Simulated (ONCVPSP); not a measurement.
# Potentials for Fe compared

Generated with ld1.x 7.5 (TM, RRKJ, ultrasoft, PAW), atompaw 4.2 or ONCVPSP 4.0.1. The cutoff is in Ry: for ld1.x and atompaw files where the sum of valence levels is converged to 10 mRy in a Bessel basis, for ONCV files where the hardest occupied wave has 1 mHa per electron of residual kinetic energy. The error is the largest all-electron minus pseudo excitation energy over each file’s own four to seven test configurations (ionisations up to +4, promotions, holes and added fractions of an electron), all of which were solved. The labels leave out finer settings (local radius, basis sizes, second energies), which also bear on the numbers. Spin-polarised tests are not counted. The rows are a selection from randomly drawn settings: files with unsolved tests, undetermined cutoffs or missed reference levels are left out.

A true bound ghost makes a file unfit for plane-wave use even where its test errors are small: the radial tests pick states by their node count and pass the ghost by.

```csv
potential,cutoff (Ry),largest error (meV),bound ghosts
"ONCV, PBE, scalar-relativistic, rc 1.55/1.30/1.45 (spd), local smoothed, core correction yes, reference 3s2 3p6 3d6.5 4s1.5, qcut 6.9/8.4/11.4, projectors 2/1/2",96,-359,none
"ONCV, PBE, scalar-relativistic, rc 1.10/1.15/1.25 (spd), local smoothed, core correction yes, reference 3s2 3p6 3d6 4s2, qcut 9.7/14.6/12.4, projectors 2/1/1",120,-5.7,none
"ONCV, LDA (Perdew-Wang 92), fully relativistic, rc 2.25/0.85/1.85 (spd), local smoothed, core correction yes, reference 3p6 3d6 4s1.5, qcut 3/10.1/9, projectors 3/3/2",103,+47,"s, p3/2, p1/2"
"ONCV, PBE, scalar-relativistic, rc 1.50/1.05/1.40 (spd), local smoothed, core correction no, reference 3s2 3p6 3d6 4s0.5, qcut 6.6/16.2/10.4, projectors 2/1/2",139,+46,none
"ONCV, LDA (Perdew-Wang 92), scalar-relativistic, rc 1.20/1.50/1.20 (spd), local d, core correction no, reference 3s2 3p6 3d6 4s1.75 4p0.25, qcut 8.8/10.9/11.6, projectors 3/2/0",115,-6.4,none
```

Q: Fill in the row for Fe: ONCV, LDA (Perdew-Zunger), fully relativistic, rc 1.15/1.15/1.05 (spd), local smoothed, core correction no, reference 3s2 3p6 3d6 4s1.75, qcut 11.2/14.3/16.8, projectors 2/2/2.

A: cutoff 187 Ry, largest error +2.4 meV, bound ghosts: none.
